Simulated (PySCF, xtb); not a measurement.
Te(SiH3)(OSiH3) (H6OSi2Te), SMILES [SiH3]O[Te][SiH3]. Other conformers were not sampled.

Harmonic wavenumbers (cm⁻¹) from GFN2-xTB (xtb) at its own minimum, in rising order: 25, 86, 93, 121, 139, 359, 406, 490, 496, 614, 636, 740, 753, 758, 796, 805, 836, 948, 2204, 2230, 2238, 2250, 2254, 2317.

Task: What does PySCF with PBE-D3(BJ)/def2-SVP give at its own minimum? (The exact figures need the calculation; the answer reports its results.)

Result: 56, 80, 99, 140, 153, 317, 468, 509, 521, 682, 691, 823, 858, 878, 896, 910, 913, 951, 2145, 2150, 2153, 2176, 2179, 2180. Paired by order, the mean absolute difference is 60 cm⁻¹ and the zero-point energies are 32.3 and 32.8 kcal/mol.
